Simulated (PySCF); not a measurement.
Compound: cis-Ti(H2O)2Br4 (singlet state).
Bonds: Ti1–O2, Ti1–Br5, Ti1–O6, Ti1–Br9, Ti1–Br10, Ti1–Br11. Hydrogens: H3, H4 on O2; H7, H8 on O6.

Method used: PySCF, PBE0-D3(BJ)/def2-SVP geometry optimisation, gas phase.

(1) List the bond lengths and angles at this level.

Answers

(1) 
| bond | length (Å) |
| --- | --- |
| Ti1–O2, Ti1–O6 | 2.201 |
| Ti1–Br5, Ti1–Br9 | 2.356 |
| Ti1–Br10, Ti1–Br11 | 2.435 |
| O2–H3 and 3 like bonds | 0.968 |

Bonds in one row agree within 0.01 Å and their mean is given. A selection of angles:
| angle | degrees |
| --- | --- |
| O2–Ti1–Br5 | 169.8 |
| O2–Ti1–O6 | 80.6 |
| O2–Ti1–Br9 | 89.8 |
| O2–Ti1–Br10 | 80.8 |
| Br5–Ti1–Br9 | 100.4 |
| Br5–Ti1–Br10 | 97.6 |
| Br10–Ti1–Br11 | 156.0 |
| Ti1–O2–H3 | 111.9 |
| H3–O2–H4 | 108.7 |
| H7–O6–H8 | 108.3 |

O2 (oxygen bonded to Ti and 2 H) is pyramidal (angles 112.2°, 111.9° and 108.7°, sum 332.9°, 0.36 Å off the plane of its three neighbours). Ti1 (titanium bonded to 4 Br and 2 O) is distorted octahedral (the three widest angles are 170.4°, 169.8° and 156.0°, the others run from 80.6° to 100.4°). The 4 Br–Ti bonds span 2.355 Å (Ti1–Br9) to 2.437 Å (Ti1–Br10), a spread of 0.082 Å.

No PBE0-D3(BJ)/def2-SVP frequencies stand behind this structure, so it isn't proved a minimum.

The run took 16 min on one thread, AMD EPYC 7R43 (x86_64), shared host with 256 logical CPUs at a one-minute load of 175, and the process peaked at 1.6 GiB of memory. This is the geometry optimisation.
